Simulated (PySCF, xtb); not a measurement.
O3Se, SMILES [O-][Se+2](=O)[O-].

GFN2-xTB run with xtb at its own geometry gives an orbital gap of 4.48 eV and a dipole moment of 0.00 D.

Geometry optimised at B3LYP-D3(BJ)/def2-SVP.

Problem. What does PBE/def2-TZVPD run with PySCF give? (Estimate from the structure and the level; the computed values follow.)

Solution. gap 3.49 eV (levels -8.38 and -4.89 eV), dipole 0.00 D.
